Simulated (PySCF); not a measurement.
**Polarisability and C₆ of He (helium, neutral)**

1s2, closed-shell 1S. All numbers are calculated (PySCF 2.14, the spin-free X2C one-electron Hamiltonian (Gaussian nucleus), in x2c-TZVPPall with one added diffuse shell each of s, p type (4s3p1d, 18 functions)). Coupled (time-dependent) response in atomic units; α is the mean over directions.

```csv
method,mean α (bohr³),C₆ (like pair),S(−4)
UHF,1.322,1.380,1.328
PBE,1.552,1.722,1.895
PBE0,1.477,1.608,1.701
wB97X,1.505,1.644,1.793
BLYP,1.542,1.703,1.877
```

S(−4) is the Cauchy moment in α(ω) = α(0) + S(−4) ω² + …

Reference α: 1.384 bohr³ (recommended; Schwerdtfeger and Nagle, table of static dipole polarizabilities (2023 update)). Published C₆: 1.420 (Chu and Dalgarno (2004); Tang, Norbeck and Certain (1976)).

α(iu) at PBE:

| u (hartree) | α(iu) (bohr³) |
| --- | --- |
| 0 | 1.552 |
| 0.0500 | 1.547 |
| 0.100 | 1.533 |
| 0.200 | 1.480 |
| 0.300 | 1.399 |
| 0.500 | 1.195 |
| 0.750 | 0.9387 |
| 1.00 | 0.7303 |
| 1.50 | 0.4603 |
| 2.00 | 0.3115 |
| 3.00 | 0.1673 |
| 5.00 | 0.06950 |
